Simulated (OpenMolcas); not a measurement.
Te⁴⁺: effect of the active space

```
Program             : OpenMolcas 26.06
Method              : SS-CASPT2 or its RAS form, IPEA 0.25 Eh, imaginary shift 0.1 Eh
Basis               : ANO-RCC-VQZP
Scalar Hamiltonian  : DKH2, point nucleus
Spin-orbit coupling : RASSI with atomic mean-field integrals over the reference wave functions, term energies averaged over their components
```

A. 2 electrons in 4 orbitals (5s 5p); 2S+1 = 3 even, 3 roots; 2S+1 = 1 even, 7 roots; 2S+1 = 3 odd, 3 roots; 2S+1 = 1 odd, 3 roots; closed shells correlated: 4d; CASPT2 step of the order of 5 core-seconds
B. 2 electrons in 8 orbitals (5s 5p 6s 6p); 2S+1 = 3 even, 3 roots; 2S+1 = 1 even, 7 roots; 2S+1 = 3 odd, 3 roots; 2S+1 = 1 odd, 3 roots; closed shells correlated: 4d; CASPT2 step roughly 9 core-seconds
C. 2 electrons in 9 orbitals (RAS2 5s 5p; RAS3 5d, at most 2 electrons); 2S+1 = 3 even, 3 roots; 2S+1 = 1 even, 7 roots; 2S+1 = 3 odd, 3 roots; 2S+1 = 1 odd, 3 roots; closed shells correlated: 4d; CASPT2 step about 11 core-seconds

Energies in cm⁻¹ above 5s² ¹S₀, the measured ground level; measured values from Moore, Atomic Energy Levels, vol. III, NSRDS-NBS 35 (1971 reprint of NBS Circular 467, 1958).

```csv
Level,A,B,C,Measured
5s² ¹S₀,0.0,0.0,0.0,0.0
5s 5p ³P°₀,75250,75020,75770,
5s 5p ³P°₁,77780,77540,78280,
5s 5p ³P°₂,84400,84170,84880,
5s 5p ¹P°₁,109340,108900,109980,111707
5p² ³P₀,176500,176330,177050,176248
5p² ³P₁,181510,181210,181950,182419
5p² ¹D₂ [53 %],182940,181950,182880,
5p² ³P₂ [53 %],191320,190510,190490,
```

Deviations, from unrounded energies. A percentage is the sum of absolute deviations over the sum of measured energies, with the sign that they share, or ± where signs differ.

| Against measurement | Levels | A | B | C |
| --- | --- | --- | --- | --- |
| mean absolute deviation (cm-1) | 3 | 1200 | 1400 | 1000 |
| other configurations (%) | 3 | ±0.8 | ±0.9 | ±0.6 |

C lies closest to measurement on these levels and B furthest from it. The largest miss of C in the table is 5s 5p ¹P°₁, by -1700 cm-1. The ranking rests on the paired levels alone, and a cruder setting can come out closer through cancelling errors.

Among A to C the level of the table that moves most is 5s 5p ¹P°₁, by 1100 cm-1 (lowest in B, highest in C). Moves below CASPT2's spread within the term are not significant.

CASPT2 breaks the degeneracy within a term, and the mean is taken; among the terms shown or strongly mixed into the levels shown the widest spread is 220 cm-1 (5p² ¹D, B). Over all roots computed the reference weight is 0.89 to 0.95 in A, 0.88 to 0.95 in B; the roots of lowest weight are the least certain, and an intruder state may touch them. The ¹D term of p² mixes with s d, which this space lacks (holds for A; B). Active for correlation alone: 6p 6s; no level in the range computed is led by a configuration that fills them, so any true level of that kind is missing (holds for B). Active for correlation alone: 5d; no level in the range computed is led by a configuration that fills it, so any true level of that kind is missing (holds for C). Some terms mix strongly with configurations of 5d, whose occupation reaches 0.24 (5p² ¹D) (holds for C). Computed and measured levels are paired by configuration, term and J; levels that our copy of the source lacks, or whose pairing is in doubt (as where it misses far off the trend of its configuration), stay unpaired and out of the deviations. Levels of configurations outside the active space are missing. The table leaves out levels that lie high or whose names do not pair safely across all columns.

A share in square brackets marks a mixed level and gives the weight of the term that names it, the lowest over the columns. ° marks odd parity.
